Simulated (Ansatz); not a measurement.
# Relative stability

Two relaxed structures of GeH₃S (charge -1), closed shell (PBE0-D4/def2-TZVPD; forces vanish, vibrations not checked).

A:

S1  (1.409, -0.306, 1.551)
Ge2  (-0.011, 0.002, -0.013)
H3  (-1.029, 1.179, 0.211)
H4  (0.590, 0.337, -1.426)
H5  (-0.959, -1.212, -0.325)
(Å)

B:

```json
{"atom": "S1", "x (Å)": "1.8620", "y (Å)": "-0.2226", "z (Å)": "1.2406"}
{"atom": "Ge2", "x (Å)": "0.0692", "y (Å)": "0.0703", "z (Å)": "-0.3062"}
{"atom": "H3", "x (Å)": "-0.8130", "y (Å)": "1.0232", "z (Å)": "0.6468"}
{"atom": "H4", "x (Å)": "1.1899", "y (Å)": "-0.4942", "z (Å)": "2.3721"}
{"atom": "H5", "x (Å)": "-0.7474", "y (Å)": "-1.2441", "z (Å)": "0.1414"}
```

Program: Ansatz 0.2.0. Basis: def2-TZVPPD. Cores are frozen in the correlated methods. Filled d shells of the heavier atoms are correlated. The def2 sets are not built for correlating such inner shells, so the correlated values are less sure here. B3LYP uses VWN-RPA correlation.

(1) Which structure is lower at CCSD(T), and by how much? (To be estimated.)

T1 diagnostic: at most 0.013.

Answers

(1) Computed: A, by 0.564 eV (electronic energy, against the other). By their contacts, A is GeH₃S ([S][GeH3]), total charge -1 and B is GeH₃S ([SH][GeH2]), total charge -1.

All methods give the same order:

```
   method  E(B) − E(A) (eV)
   PBE-D4             0.381
r2SCAN-D4             0.504
  PBE0-D4             0.480
 B3LYP-D4             0.390
  wB97M-V             0.445
       HF             0.653
      MP2             0.662
     CCSD             0.567
  CCSD(T)             0.564
```

Labels in which every atom is bracketed show which atoms are joined, not bond orders.

For scale, one of the runs: CCSD(T)/def2-TZVPPD, 156 basis functions, launched by `ansatz run in.yaml --threads 2 --pin off --events-out ev --progress --plain --max-ram 4352MiB`. Hardware: 2 CPU threads of an Intel Xeon, shared host. Wall time 45 s; peak host memory 1 GiB.
